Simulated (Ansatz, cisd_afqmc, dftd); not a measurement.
System: BBrF, charge 0, doublet. BBrF (SMILES F[B]Br, doublet).
B3LYP-D3(BJ)/def2-TZVP minimum from Ansatz (a program for electronic structure):
```
B
F 1 1.2996
Br 1 1.9196 2 123.02
```
Charge 0, spin multiplicity 2.

Wanted: atomisation energy (electronic, to ground-state atoms), in kcal/mol. UHF or UKS for unpaired electrons; spin-orbit terms are left out. Cores are frozen in correlated methods (noble-gas shells, and filled d and f shells in the p block). No relativity. AFQMC/CISD: phaseless, guided by CISD from CCSD amplitudes; bars are statistical, one sigma. Outlying blocks are dropped, and bars are widened where a walk drifts. Over all cases where full CI ran beside it in this data, AFQMC minus full CI had a median of +0.1 mEh and passed +0.4 mEh in a tenth of the cases. CBS(X,Y): correlation extrapolated as X^-3, Hartree-Fock from the larger set (Q,5: extrapolated as (X+1)exp(-9√X)). A bracket is a step between two methods taken in the basis named. Double hybrids freeze cores in their MP2 part. For partners of very few electrons the exact lower level stands in for a higher one. Spin-orbit terms, left out, reach several kcal/mol for Br and I, and more for heavier atoms.

```json
[
 {"level": "r2SCAN-D3(BJ)/def2-TZVPD", "program": "Ansatz + dftd3", "atomisation energy (kcal/mol)": "244.7", "difference against the last row": "11.5"},
 {"level": "PBE0/def2-TZVPD", "program": "Ansatz", "atomisation energy (kcal/mol)": "238.9", "difference against the last row": "5.7"},
 {"level": "B2PLYP-D4/def2-TZVPD", "program": "Ansatz + dftd4", "atomisation energy (kcal/mol)": "234.2", "difference against the last row": "1.0"},
 {"level": "CCSD(T)/cc-pVTZ", "program": "Ansatz", "atomisation energy (kcal/mol)": "225.3", "difference against the last row": "-7.9"},
 {"level": "CCSDT(Q)/cc-pVDZ", "program": "Ansatz", "atomisation energy (kcal/mol)": "210.4", "difference against the last row": "-22.8"},
 {"level": "AFQMC/CISD/cc-pVDZ", "program": "cisd_afqmc", "atomisation energy (kcal/mol)": "210.8 ± 0.3", "difference against the last row": "-22.4"},
 {"level": "CCSD(T)/CBS(cc-pVQZ,cc-pV5Z) + [CCSDT(Q) - CCSD(T)]/cc-pVDZ", "program": "Ansatz", "atomisation energy (kcal/mol)": "233.2", "difference against the last row": "0.0"}
]
```
